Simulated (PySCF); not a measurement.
Isomers of C7H11P, mass 126.060 u with the commonest isotopes. Computed with PBE0/pcSseg-1 in PySCF (dipole) on a GFN2-xTB geometry, gas phase. One conformer each, none proved a minimum here; rigid rotors.

Task: Order these by rotational constant C, largest first.
A. `[CH3:1][C:2]1=[C:3]([CH3:4])[P:5]1[CH:6]1[CH2:7][CH2:8]1` with C3–P5–C6–C7 130°
B. `[CH2:1]=[C:2]([CH3:3])[P:4]1[CH2:5][CH:6]=[CH:7][CH2:8]1` with C1–C2–P4–C5 -134°, C2–P4–C5–C6 -86°, P4–C5–C6–C7 -11°, C6–C7–C8–P4 11°, C2–P4–C8–C7 86°
C. `[CH2:1]=[CH:2][C@@H:3]1[C@@H:4]([CH:5]=[CH2:6])[P:7]1[CH3:8]` with C1–C2–C3–C4 -151°, C3–C4–C5–C6 1°
D. `[CH:1]1=[CH:2][CH2:3][P:4]([CH:5]2[CH2:6][CH2:7]2)[CH2:8]1` with C3–P4–C5–C6 -100°, C1–C2–C3–P4 -13°, C2–C3–P4–C5 -80°, P4–C5–C6–C7 -108°, C3–P4–C8–C1 -16°
E. `Cc1cp(C)cc1C`

Result: B (1311 MHz), D (1157 MHz), E (1041 MHz), C (1009 MHz), A (915.2 MHz).

Task: Order these by rotational constant A, smallest first.
A. `[CH:1]1=[CH:2][CH2:3][P:4]([CH:5]2[CH2:6][CH2:7]2)[CH2:8]1` with C3–P4–C5–C6 -100°, C1–C2–C3–P4 -13°, C2–C3–P4–C5 -80°, P4–C5–C6–C7 -108°, C3–P4–C8–C1 -16°
B. `[CH2:1]=[CH:2][C@@H:3]1[C@@H:4]([CH:5]=[CH2:6])[P:7]1[CH3:8]` with C1–C2–C3–C4 -151°, C3–C4–C5–C6 1°
C. `[CH2:1]=[CH:2][P:3]1[CH2:4][CH2:5][CH:6]=[C:7]1[CH3:8]` with C1–C2–P3–C4 152°, C2–P3–C4–C5 81°, P3–C4–C5–C6 16°, C4–C5–C6–C7 -11°, C2–P3–C7–C6 -91°
D. `Cc1cp(C)cc1C`
E. `[CH2:1]=[CH:2][C:3]1=[CH:4][CH2:5][P:6]([CH3:7])[CH2:8]1` with C1–C2–C3–C4 -176°, C3–C4–C5–P6 15°, C4–C5–P6–C7 79°, C5–P6–C8–C3 18°, C2–C3–C8–P6 167°
F. `[CH2:1]=[C:2]([CH3:3])[P:4]1[CH2:5][CH:6]=[CH:7][CH2:8]1` with C1–C2–P4–C5 -134°, C2–P4–C5–C6 -86°, P4–C5–C6–C7 -11°, C6–C7–C8–P4 11°, C2–P4–C8–C7 86°
G. `[CH3:1][C:2]1=[C:3]([CH3:4])[P:5]1[CH:6]1[CH2:7][CH2:8]1` with C3–P5–C6–C7 130°

Result: B (2188 MHz), C (2237 MHz), G (2669 MHz), F (2861 MHz), D (2949 MHz), E (3271 MHz), A (3368 MHz).

Task: Order these by dipole moment, largest first.
A. `Cc1cp(C)cc1C`
B. `[CH3:1][C:2]1=[C:3]([CH3:4])[P:5]1[CH:6]1[CH2:7][CH2:8]1` with C3–P5–C6–C7 130°
C. `[CH2:1]=[CH:2][C@@H:3]1[C@@H:4]([CH:5]=[CH2:6])[P:7]1[CH3:8]` with C1–C2–C3–C4 -151°, C3–C4–C5–C6 1°
D. `[CH2:1]=[C:2]([CH3:3])[P:4]1[CH2:5][CH:6]=[CH:7][CH2:8]1` with C1–C2–P4–C5 -134°, C2–P4–C5–C6 -86°, P4–C5–C6–C7 -11°, C6–C7–C8–P4 11°, C2–P4–C8–C7 86°
E. `[CH:1]1=[CH:2][CH2:3][P:4]([CH:5]2[CH2:6][CH2:7]2)[CH2:8]1` with C3–P4–C5–C6 -100°, C1–C2–C3–P4 -13°, C2–C3–P4–C5 -80°, P4–C5–C6–C7 -108°, C3–P4–C8–C1 -16°

Result: B (2.02 D), A (1.56 D), D (1.41 D), E (1.20 D), C (1.03 D).

| SMILES | point group | Ia (u·Å²) | Ib (u·Å²) | Ic (u·Å²) | κ | μa (D) | μb (D) | μc (D) |
| --- | --- | --- | --- | --- | --- | --- | --- | --- |
| C1=CCP(C2CC2)C1 | Cs | 150.05 | 403.90 | 436.77 | -0.91 | 0.33 | 0.00 | 1.15 |
| C=C(C)P1CC=CC1 | Cs | 176.65 | 355.40 | 385.60 | -0.86 | 0.44 | 1.34 | 0.00 |
| Cc1cp(C)cc1C | Cs | 171.38 | 381.05 | 485.70 | -0.70 | 0.94 | 0.00 | 1.24 |
| C=CC1=CCP(C)C1 | C1 | 154.50 | 435.35 | 493.40 | -0.88 | 0.55 | 0.50 | 0.84 |
| C=C[C@@H]1[C@@H](C=C)P1C | C1 | 231.00 | 388.61 | 500.79 | -0.51 | 0.72 | 0.49 | 0.54 |
| C=CP1CCC=C1C | C1 | 225.88 | 315.87 | 435.63 | -0.18 | 0.59 | 0.11 | 1.18 |
| CC1=C(C)P1C1CC1 | C1 | 189.38 | 448.98 | 552.20 | -0.76 | 1.13 | 0.07 | 1.67 |
| CCC1C=CPC=C1 | C1 | 175.08 | 381.33 | 430.48 | -0.82 | 0.49 | 0.34 | 0.85 |
